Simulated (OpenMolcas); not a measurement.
Computed levels of 2s² 2p³ in ions with 7 electrons, in cm-1 above ⁴S°_3/2.

```
Program             : OpenMolcas 26.06
Method              : SS-CASPT2, IPEA 0.25 Eh, imaginary shift 0.1 Eh
Basis               : ANO-RCC-VQZP
Scalar Hamiltonian  : DKH2, point nucleus
Spin-orbit coupling : RASSI with atomic mean-field integrals over the reference wave functions, term energies averaged over their components
```

Active space for each ion: 5 electrons in 4 orbitals (2s 2p); closed shells correlated by CASPT2: 1s.

| Level | O+ | Ne3+ |
| --- | --- | --- |
| ²D°_3/2 | 27170 | 41740 |
| ²D°_5/2 | 27180 | 41770 |
| ²P°_3/2 | 40560 | 62740 |
| ²P°_1/2 | 40560 | 62730 |

Problem. Estimate ²D°_3/2, ²D°_5/2 for F2+ from its neighbours O+ and Ne3+.

Solution. ²D°_3/2 is another term, which grows about linearly with the charge: (27170 + 41740) / 2 = 34455. The calculation gives 34690, so the estimate is off by -0.7 %.
²D°_5/2 is another term, which grows about linearly with the charge: (27180 + 41770) / 2 = 34475. The calculation gives 34700, so the estimate is off by -0.6 %.

Term energies are means over components that CASPT2 splits; among the terms shown or strongly mixed into the levels shown the widest spread is 150 cm-1 (2s² 2p³ ²D°, O+). Only configurations of the active space appear.

° marks odd parity.
